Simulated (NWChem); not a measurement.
System meant: CClCuO; SMILES [O+]#[C-]->[Cu][Cl]

The following NWChem deck was run.

```
start job
memory heap 200 mb stack 900 mb global 1100 mb
geometry units angstroms noautoz
  Cu    -0.000001     0.000600     0.000000
  Cl     0.000016    -2.085067     0.000000
  O      0.000031     2.942864     0.000000
  C      0.000013     1.813080     0.000000
end
basis spherical
  Cu library def2-svp
  Cl library def2-svp
  O library def2-svp
  C library def2-svp
end
dft
  odft
  mult 2
  xc b3lyp
  iterations 150
  mulliken
end
task dft energy
```

End of the output:

```
 Summary of "ao basis" -> "" (spherical)
 ------------------------------------------------------------------------------
       Tag                 Description            Shells   Functions and Types
 ---------------- ------------------------------  ------  ---------------------
 Cu                         def2-svp                11       31   5s3p2d1f
 Cl                         def2-svp                 8       18   4s3p1d
 O                          def2-svp                 6       14   3s2p1d
 C                          def2-svp                 6       14   3s2p1d

                                 NWChem DFT Module
                                 -----------------

 Summary of "ao basis" -> "ao basis" (spherical)
 ------------------------------------------------------------------------------
       Tag                 Description            Shells   Functions and Types
 ---------------- ------------------------------  ------  ---------------------
 Cu                         def2-svp                11       31   5s3p2d1f
 Cl                         def2-svp                 8       18   4s3p1d
 O                          def2-svp                 6       14   3s2p1d
 C                          def2-svp                 6       14   3s2p1d

      Symmetry analysis of basis
      --------------------------

        a1         31
        a2          0
        b1          6
        b2          6
        e          34

  number of electrons :                   60
  multiplicity        :                    2
 ------------------------------------------------------------------------
  no. of electrons and multiplicity not compatible                  60
 ------------------------------------------------------------------------
 ------------------------------------------------------------------------
  current input line :
    22: task dft energy
 ------------------------------------------------------------------------
 ------------------------------------------------------------------------
 There is an error in the input file
 ------------------------------------------------------------------------
 For more information see the NWChem manual at https://nwchemgit.github.io

0: no. of electrons and multiplicity not compatible:Received an Error in Communication
```

Question: Find the fault in this run and fix the input.

Answer: The program refused the input. Cause: the multiplicity doesn't fit the number of electrons (an even count wants an odd multiplicity, and the reverse). This input runs:
```
start job
memory heap 200 mb stack 900 mb global 1100 mb
geometry units angstroms noautoz
  Cu    -0.000001     0.000600     0.000000
  Cl     0.000016    -2.085067     0.000000
  O      0.000031     2.942864     0.000000
  C      0.000013     1.813080     0.000000
end
basis spherical
  * library def2-svp
end
dft
  xc b3lyp
  iterations 150
  mulliken
end
task dft energy
```
It converges to -2213.71096 Ha (B3LYP/def2-SVP).
